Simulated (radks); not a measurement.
Task: Coherent X-ray form factor from a spherical all-electron density. All-electron calculation, Dirac Kohn-Sham, PBE, spin-unpolarised, spherical densities, finite nucleus; Fermi nuclear charge, rms radius of each element as measured or else 0.836 A^(1/3) + 0.57 fm. Program: a radial shooting solver on a logarithmic mesh with Libxc functionals.

sin(theta)/lambda (1/angstrom),f0 (electrons)
0.05,29.562
0.1,28.381
0.15,26.757
0.2,24.964
0.25,23.165
0.3,21.425
0.4,18.200
0.5,15.369
0.6,12.995
0.8,9.638
1,7.730
1.25,6.444
1.5,5.625
2,4.257

The species is in the configuration that NIST lists as its ground one. Which atom or ion scatters so?

Result: The gallium ion Ga+, [Ar] 3d10 4s2. Extrapolating in s^2 from the first two rows gives f0(0) = 30.0, near the electron count 30; among species with that count, the fall with angle is slower the higher Z, and the table is that of Z = 31; from so few rows the species is fixed only to a neighbour or two.
